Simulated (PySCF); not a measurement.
C₅H₆F₂, SMILES C=C(F)/C=C(\C)F.

Geometry optimised at r2SCAN-D4/def2-SVP. One conformer was computed; it need not be the lowest.

Method: TDA-PBE/def2-SVPD (PySCF).

Vertical excitations. Gas-phase values at a fixed geometry. State labels are in the subgroup Cs.

Question: Give excitation energies, oscillator strengths and character. (An estimate is asked for; the answer gives what the named calculation found.)

Answer: 
```json
[
 {"state": "S1", "symmetry": "A\"", "energy (eV)": "5.66", "λ (nm)": "219", "f": "0.002", "main pairs": "HOMO→LUMO+1 100 %"},
 {"state": "S2", "symmetry": "A'", "energy (eV)": "5.81", "λ (nm)": "214", "f": "0.877", "main pairs": "HOMO→LUMO 78 %"},
 {"state": "S3", "symmetry": "A'", "energy (eV)": "6.04", "λ (nm)": "205", "f": "0.186", "main pairs": "HOMO−1→LUMO 54 %, HOMO→LUMO+3 34 %, HOMO→LUMO 10 %"},
 {"state": "S4", "symmetry": "A\"", "energy (eV)": "6.26", "λ (nm)": "198", "f": "0.003", "main pairs": "HOMO→LUMO+2 100 %"},
 {"state": "S5", "symmetry": "A\"", "energy (eV)": "6.83", "λ (nm)": "182", "f": "0.004", "main pairs": "HOMO→LUMO+4 99 %"},
 {"state": "S6", "symmetry": "A\"", "energy (eV)": "6.99", "λ (nm)": "177", "f": "0.011", "main pairs": "HOMO→LUMO+5 90 %"},
 {"state": "S7", "symmetry": "A\"", "energy (eV)": "7.03", "λ (nm)": "176", "f": "0.000", "main pairs": "HOMO→LUMO+6 90 %"},
 {"state": "S8", "symmetry": "A\"", "energy (eV)": "7.07", "λ (nm)": "175", "f": "0.001", "main pairs": "HOMO−2→LUMO 95 %"},
 {"state": "S9", "symmetry": "A\"", "energy (eV)": "7.12", "λ (nm)": "174", "f": "0.000", "main pairs": "HOMO−3→LUMO 95 %"},
 {"state": "S10", "symmetry": "A'", "energy (eV)": "7.58", "λ (nm)": "164", "f": "0.003", "main pairs": "HOMO→LUMO+3 37 %, HOMO→LUMO+8 34 %, HOMO−1→LUMO 19 %"},
 {"state": "T1", "symmetry": "A'", "energy (eV)": "3.04", "λ (nm)": "408", "f": "0", "main pairs": "HOMO→LUMO 99 %"},
 {"state": "T2", "symmetry": "A'", "energy (eV)": "4.99", "λ (nm)": "248", "f": "0", "main pairs": "HOMO−1→LUMO 82 %, HOMO→LUMO+3 17 %"},
 {"state": "T3", "symmetry": "A\"", "energy (eV)": "5.58", "λ (nm)": "222", "f": "0", "main pairs": "HOMO→LUMO+1 100 %"},
 {"state": "T4", "symmetry": "A'", "energy (eV)": "6.00", "λ (nm)": "207", "f": "0", "main pairs": "HOMO→LUMO+3 82 %, HOMO−1→LUMO 17 %"}
]
```
Triplets are in the Tamm–Dancoff approximation.
